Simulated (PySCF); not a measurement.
Stretching MgBr

Set-up: PySCF, scalar-relativistic core potentials, basis sets Mg aug-cc-pVDZ, Br aug-cc-pVDZ-PP with ECP10. Energies in eV from Mg + Br in their ground configurations at the same level. State: ²Σ⁺ (doublet), unpaired electrons σ ↑.

| R (Å) | r²SCAN |
| --- | --- |
| 2.054 | -2.364 |
| 2.150 | -2.784 |
| 2.246 | -3.012 |
| 2.317 | -3.091 |
| 2.389 | -3.112 |
| 2.461 | -3.089 |
| 2.556 | -3.007 |
| 2.676 | -2.850 |
| 2.819 | -2.618 |
| 3.010 | -2.279 |

**Question.** Put a parabola through the three lowest points of the r²SCAN curve and estimate Re, k and ωe (reduced mass 18.39 u; 1 eV/Å² = 0.16022 mdyn/Å; ωe = 1302.8·√(k/μ) cm⁻¹).

**Answer.** Through R = 2.317, 2.389, 2.461 Å the second-order coefficient is 4.24 eV/Å², so Re ≈ 2.387 Å, k ≈ 1.36 mdyn/Å and ωe ≈ 354 cm⁻¹. A polynomial fit of higher order to the unrounded r²SCAN energies gives Re = 2.384 Å, k = 1.41 mdyn/Å, ωe = 360 cm⁻¹; anharmonicity and rounding make the difference.

The higher-order fit for each curve: r²SCAN: Re = 2.384 Å, ωe = 360 cm⁻¹, De = 3.11 eV.

Spin–orbit coupling is left out. The state was picked by a PBE0 search and need not be the measured ground state.
